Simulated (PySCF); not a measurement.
Isomers of C6H11N3, mass 125.095 u with the commonest isotopes. Method used: PBE0-D3(BJ)/def2-SVP geometry optimisation, gas phase (PySCF). One conformer each, none proved a minimum here; rigid rotors.

Question: Order these by dipole moment, smallest first.
A. `[CH3:1][CH2:2][c:3]1[cH:4][n:5][n:6]([CH2:7][CH3:8])[n:9]1` with C1–C2–C3–C4 90°, N5–N6–C7–C8 -86°
B. `[CH3:1][c:2]1[n:3][nH:4][c:5]([CH:6]([CH3:7])[CH3:8])[n:9]1` with N4–C5–C6–C7 -125°
C. `[CH3:1][c:2]1[cH:3][n:4][n:5]([CH:6]([CH3:7])[CH3:8])[n:9]1` with N4–N5–C6–C7 -59°

Answer: C (0.34 D), A (0.56 D), B (2.75 D).

Question: Order these by rotational constant B, smallest first.
A. `[CH3:1][CH2:2][c:3]1[cH:4][n:5][n:6]([CH2:7][CH3:8])[n:9]1` with C1–C2–C3–C4 90°, N5–N6–C7–C8 -86°
B. `[CH3:1][c:2]1[n:3][nH:4][c:5]([CH:6]([CH3:7])[CH3:8])[n:9]1` with N4–C5–C6–C7 -125°
C. `[CH3:1][c:2]1[cH:3][n:4][n:5]([CH:6]([CH3:7])[CH3:8])[n:9]1` with N4–N5–C6–C7 -59°

Answer: A (975.5 MHz), C (1005 MHz), B (1054 MHz).

Question: Order these by rotational constant A, smallest first.
A. `[CH3:1][c:2]1[cH:3][n:4][n:5]([CH:6]([CH3:7])[CH3:8])[n:9]1` with N4–N5–C6–C7 -59°
B. `[CH3:1][c:2]1[n:3][nH:4][c:5]([CH:6]([CH3:7])[CH3:8])[n:9]1` with N4–C5–C6–C7 -125°
C. `[CH3:1][CH2:2][c:3]1[cH:4][n:5][n:6]([CH2:7][CH3:8])[n:9]1` with C1–C2–C3–C4 90°, N5–N6–C7–C8 -86°

Answer: C (3516 MHz), B (3840 MHz), A (3930 MHz).

| SMILES | point group | Ia (u·Å²) | Ib (u·Å²) | Ic (u·Å²) | κ | μa (D) | μb (D) | μc (D) |
| --- | --- | --- | --- | --- | --- | --- | --- | --- |
| Cc1n[nH]c(C(C)C)n1 | C1 | 131.61 | 479.68 | 578.54 | -0.88 | 2.51 | 1.11 | 0.06 |
| CCc1cnn(CC)n1 | C1 | 143.73 | 518.08 | 580.05 | -0.92 | 0.19 | 0.52 | 0.06 |
| Cc1cnn(C(C)C)n1 | near Cs | 128.59 | 502.76 | 520.30 | -0.98 | 0.24 | 0.23 | 0.00 |
